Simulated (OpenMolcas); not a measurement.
Tc5+ (d2) among equal point charges was computed by CASSCF with the d shell active (OpenMolcas, ANO-RCC-VTZP on the metal). Its lowest spin-free states, and all those of the highest spin:

```csv
2S+1,Degeneracy,E (cm-1)
3,1,0.0
3,2,8575
1,2,8617
1,1,10661
3,2,12578
3,2,17275
1,2,21503
1,2,27332
3,1,30460
1,2,32876
1,2,43676
3,2,45385
```

**Question.** Is the site octahedral, tetrahedral or cube-like, axial, or of lower symmetry?

**Answer.** The states with 2S+1 = 3 have orbital degeneracies 1, 2, 2, 2, 1, 2. There are pairs but no triples, so the site is axial: not cubic, but with a proper or improper axis of order three or more. The run had Tc5+ among 2 point charges of -3 e arranged as a linear pair (D∞h), 1.99 Å from the ion.

Without dynamic correlation the repulsion within the d shell is too large (B by tens of per cent), so at a given field states of lower spin stand too high. This is an electrostatic model: the charges have no orbitals. No measured value stands beside these numbers.
